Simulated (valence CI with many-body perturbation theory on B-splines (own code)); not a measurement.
Basis-set convergence for Lu LXV

Calculated by relativistic CI+MBPT: five valence electrons over a frozen Dirac-Fock core [He], a basis of 9 s, 9 p, 8 d, 6 f, 3 g, 1 h functions for each j, with the one-electron correlation potential Σ1, the two-electron term Σ2, the three-electron term Σ3, Breit, model QED; selected CI, second order for the rest, scaled by the run's own slope (own B-spline code, finite nucleus).

The last digits are not significant, and no measured levels were compared; by estimate large intervals hold to a few tenths of a per cent, small ones and those within an open d or f shell to about a per cent. Among the levels kept, up to 4100 cm⁻¹ of a level comes from second order outside the variational space, and about a tenth of that is noise between levels of different J, which matters for small intervals.

The reference run has the lowest level (2s^2 2p1/2^2 2p3/2) J=3/2 and an ionisation energy of 15212.4 eV. Its largest variational space holds 19999 state functions.

Levels are named by their leading jj configuration (3d3/2^4 stands for four electrons in 3d with j = 3/2), which in mixed levels can hold well under half, so a name can repeat and another be missing. Letters in brackets count levels of one name in rising energy.

Changed runs:
A. basis 6 s, 6 p, 5 d, 3 f, 1 g
B. basis 5 s, 5 p, 4 d, 2 f

Excitation energies of the reference run in eV, and shifts in cm⁻¹:

| Level | Reference | A | B |
| --- | --- | --- | --- |
| (2s^2 2p1/2 2p3/2^2) J=3/2 | 1144.0 | +46 | -246 |
| (2s^2 2p1/2 2p3/2^2) J=5/2 | 1166.9 | +229 | +225 |
| (2s^2 2p1/2 2p3/2^2) J=1/2 | 1216.0 | +87 | +185 |
| (2s 2p1/2^2 2p3/2^2) J=5/2 | 1468.6 | -34 | -373 |
| (2s 2p1/2^2 2p3/2^2) J=1/2 | 1568.8 | -83 | -91 |
| (2s 2p1/2^2 2p3/2^2) J=3/2 | 1570.1 | +73 | +132 |
| (2s^2 2p3/2^3) J=3/2 | 2362.5 | +151 | +4.3 |
| (2s 2p1/2 2p3/2^3) J=3/2 [a] | 2638.8 | -86 | -572 |
| (2s 2p1/2 2p3/2^3) J=5/2 | 2679.1 | +183 | +17 |
| (2s 2p1/2 2p3/2^3) J=1/2 | 2739.6 | +83 | -48 |
| (2s 2p1/2 2p3/2^3) J=3/2 [b] | 2748.3 | +202 | +262 |
| (2p1/2^2 2p3/2^3) J=3/2 | 3106.4 | -100 | -212 |
| Ionisation energy (eV) | 15212.4 | -0.0081 | -0.1 |
